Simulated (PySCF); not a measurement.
CHS2, SMILES S=C=[SH+], charge +1. Heavy atoms are numbered as in [S:1]=[C:2]=[SH+:3]. Hydrogens are named by the atom that carries them.

The structure is a stationary point at B3LYP-D3(BJ)/def2-TZVP. The isomer is the one that the SMILES or the coordinates give; other isomers of the formula were not compared.

All values below come from CAM-B3LYP/def2-TZVPD (PySCF).

Mulliken values depend strongly on the basis, most of all with diffuse functions as here. Atomic charges (e), one atom of each kind:

| atom | IAO | Mulliken |
|---|---|---|
| S1 | 0.61 | 0.03 |
| C2 | -0.21 | 0.68 |
| S3 (SH) | 0.41 | 0.02 |
| H on S3 | 0.18 | 0.27 |
